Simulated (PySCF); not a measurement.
**Property card for `C[Si@]1(Cl)CC=C1C#N`**

Species: C5H6ClNSi.
Geometry (GFN2-xTB, Å), atoms numbered from 1 in this order:
```
atom  x, y, z in Å
C1     1.874    1.005   -0.347
Si2    0.715   -0.455   -0.012
Cl3    1.734   -2.094    0.585
C4    -0.744   -0.759   -1.249
C5    -1.690   -0.357   -0.156
C6    -0.922   -0.083    0.913
C7    -1.290    0.341    2.188
N8    -1.541    0.697    3.252
H9     1.322    1.883   -0.667
H10    2.593    0.759   -1.122
H11    2.429    1.269    0.548
H12   -0.812   -0.116   -2.126
H13   -0.905   -1.782   -1.588
H14   -2.764   -0.306   -0.242
```

Structural features include: nitrile, C=C double bond and C–Si bond.

GFN2-xTB geometry:

* Point group of the GFN2-xTB geometry: C1
* Rotational constants A, B, C of the GFN2-xTB geometry: 1.867, 1.013, 0.917 GHz

B3LYP/def2-SVPD ground state and vertical TDDFT (core frozen in the response) (PySCF):

- Dipole moment: 4.98 D
- HOMO energy: -7.81 eV
- LUMO energy: -1.84 eV
- HOMO–LUMO gap: 5.97 eV
- Lowest singlet excitation: 5.24 eV (236 nm, f = 0.002)
- Strongest line among the 8 lowest singlet transitions: S3 at 5.78 eV (215 nm, f = 0.157)
- Lowest triplet excitation (Tamm–Dancoff): 3.64 eV
- Static isotropic polarisability: 100.7 au
- Electronic spatial extent ⟨r²⟩ about the centre of nuclear charge: 1406 bohr²

Monoisotopic mass from the formula: 142.9958 u.

The dipole equals about 16.6 × 10⁻³⁰ C·m (1 D = 3.33564 × 10⁻³⁰ C·m). With B = h/(8π²I), that is 505.379 GHz u Å² over I, the principal moments of inertia are 270.7, 498.8 and 551.4 u Å² (most abundant isotopes); the inertial defect Ic − Ia − Ib is -218.1 u Å² (zero for a rigid planar frame, negative otherwise). No computed singlet falls in the visible range (750 to 380 nm, 1.65 to 3.26 eV); S1 lies 1.98 eV above its blue end. The rotational constants make it an asymmetric top with κ = (2B − A − C)/(A − C) = -0.80, nearer the prolate limit (−1). The largest Löwdin shares of the LUMO are 0.35 on C5, 0.23 on C6, 0.14 on N8 and 0.11 on C7. The polarisability is 14.92 Å³ as a volume (1 au = 0.148185 Å³), or 1.36 au for each of the 74 electrons. The principal polarisabilities are 84.0, 101.8 and 116.3 au; their mean is the isotropic value. The 8 singlets span 5.24 to 7.14 eV, and their oscillator strengths add up to 0.20.

Isolated species at its GFN2-xTB geometry, gas phase.
